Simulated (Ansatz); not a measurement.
Job for Ansatz (a program for electronic structure): R-wB97X-V/def2-TZVPPD on CH7GeNO (a complex), monomers drawn apart or pushed together. Files ending in .json are basis or fitting sets from the Basis Set Exchange.

Ansatz 0.2 input:
```yaml
crystal:
  periodic: [false, false, false]
  atoms:
    - {symbol: Ge, position_ang: [-0.15182131, -0.51402076, -0.00192693]}
    - {symbol: H, position_ang: [-1.49489666, 0.14345315, 0.32297864]}
    - {symbol: H, position_ang: [0.05049723, -0.53408449, -1.53086324]}
    - {symbol: H, position_ang: [-0.07597583, -1.94448337, 0.53690278]}
    - {symbol: H, position_ang: [0.99626272, 0.32648531, 0.59237580]}
    - {symbol: N, position_ang: [1.29153407, 0.83243873, 4.95240464]}
    - {symbol: C, position_ang: [0.16767892, 0.15201343, 5.27657438]}
    - {symbol: O, position_ang: [-0.57978479, -0.37330091, 4.48039601]}
    - {symbol: H, position_ang: [1.55027932, 0.92637603, 3.98260184]}
    - {symbol: H, position_ang: [1.87073687, 1.24717051, 5.66044091]}
    - {symbol: H, position_ang: [-0.01000219, 0.11887867, 6.36659954]}
basis:
  gaussian:
    orbitals: def2-TZVPPD.json
hamiltonian:
  xc: {name: wB97X-V}
scf: {lower_state_search: off}
```

**Question.** What total energy does the run end on?

**Answer.** -2249.1122 hartree.

**Question.** How many basis functions does it have, and what does it roughly cost on one machine?

**Answer.** 287 functions; very roughly 14 core-seconds.
